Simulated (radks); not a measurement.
Values are calculated unless marked as measured or tabulated.
Species: Dy. Configuration: [Xe] 4f10 6s2 (the NIST ground configuration).

Code: a radial shooting solver on a logarithmic mesh with Libxc functionals. Model: scalar-relativistic Kohn-Sham, PBE, spin-polarised, spherical densities, finite nucleus; open shells are filled with parallel spins first (spin-orbit coupling, left out, can overturn this in heavy ions); Fermi nuclear charge, rms radius 5.2218 fm; hard spherical wall at 2 bohr.

Energy parts (hartree):
total: -12135.4403
kinetic: 13183.2965
electron-nucleus: -29954.5463
Hartree: 4903.3061
exchange-correlation: -267.4966

Orbitals (lengths in bohr, moments of r in powers of bohr; r(max) is where P^2 peaks; r(90%) holds 90 % of the orbital's charge):
| orbital | occ. | eigenvalue (hartree) | r(max) | <r^2> | r(90%) | <r> |
|---|---|---|---|---|---|---|
| 1s up | 1 | -1968.593 | 0.01338 | 0.0006095 | 0.0382 | 0.02112 |
| 1s down | 1 | -1968.593 | 0.01338 | 0.0006095 | 0.0382 | 0.02112 |
| 2s up | 1 | -325.4507 | 0.07605 | 0.009523 | 0.139 | 0.08979 |
| 2s down | 1 | -325.4497 | 0.07605 | 0.009523 | 0.139 | 0.08979 |
| 2p up | 3 | -288.4596 | 0.06169 | 0.007710 | 0.129 | 0.07947 |
| 2p down | 3 | -288.4590 | 0.06169 | 0.007709 | 0.129 | 0.07946 |
| 3s up | 1 | -70.34263 | 0.2155 | 0.06295 | 0.344 | 0.2347 |
| 3s down | 1 | -70.28951 | 0.2155 | 0.06289 | 0.344 | 0.2346 |
| 3p up | 3 | -58.98628 | 0.2118 | 0.06325 | 0.350 | 0.2336 |
| 3p down | 3 | -58.93334 | 0.2117 | 0.06318 | 0.349 | 0.2335 |
| 3d up | 5 | -44.36187 | 0.1731 | 0.05298 | 0.331 | 0.2124 |
| 3d down | 5 | -44.32146 | 0.1730 | 0.05289 | 0.330 | 0.2122 |
| 4s up | 1 | -11.94758 | 0.4953 | 0.3213 | 0.767 | 0.5332 |
| 4s down | 1 | -11.82536 | 0.4952 | 0.3214 | 0.767 | 0.5333 |
| 4p up | 3 | -8.23757 | 0.5179 | 0.3667 | 0.828 | 0.5672 |
| 4p down | 3 | -8.11647 | 0.5178 | 0.3669 | 0.828 | 0.5674 |
| 4d up | 5 | -3.19760 | 0.5388 | 0.4518 | 0.944 | 0.6230 |
| 4d down | 5 | -3.07872 | 0.5386 | 0.4532 | 0.946 | 0.6238 |
| 4f up | 7 | 2.23432 | 0.5583 | 0.7483 | 1.30 | 0.7905 |
| 4f down | 3 | 2.34223 | 0.5599 | 0.7607 | 1.31 | 0.7969 |
| 5s up | 1 | 0.36560 | 1.152 | 1.433 | 1.55 | 1.148 |
| 5s down | 1 | 0.43477 | 1.157 | 1.441 | 1.56 | 1.151 |
| 5p up | 3 | 1.48408 | 1.240 | 1.553 | 1.60 | 1.195 |
| 5p down | 3 | 1.54617 | 1.245 | 1.559 | 1.60 | 1.198 |
| 5d up | 0 | 3.23882 | 1.346 | 1.666 | 1.64 | 1.232 |
| 5d down | 0 | 3.29451 | 1.350 | 1.671 | 1.65 | 1.234 |
| 6s up | 1 | 6.87591 | 1.593 | 1.692 | 1.74 | 1.212 |
| 6s down | 1 | 6.93884 | 1.594 | 1.689 | 1.74 | 1.211 |
| 6p up | 0 | 8.19324 | 1.617 | 1.654 | 1.74 | 1.193 |
| 6p down | 0 | 8.25787 | 1.618 | 1.652 | 1.74 | 1.192 |
| 7s up | 0 | 17.03980 | 1.734 | 1.615 | 1.79 | 1.168 |
| 7s down | 0 | 17.10825 | 1.735 | 1.614 | 1.79 | 1.167 |

The highest occupied level is 6s down at 188.82 eV. The configuration is held as typed, so some empty levels lie below it. The density falls to 0.001 e/bohr^3 at r = 1.98 bohr. The spin density at the nucleus is -3.94 e/bohr^3 (1s 0.03, 2s -0.63, 3s -10.05, 4s 1.36, 5s 5.71, 6s -0.36). The electron density at the nucleus is 7.79e+05 e/bohr^3 (large components only). The pressure on the wall is 26300 GPa. Summed over all electrons, <r^2> = 31.58 bohr^2, which gives a Langevin (diamagnetic) susceptibility term of -25 x 10^-6 cm^3/mol.
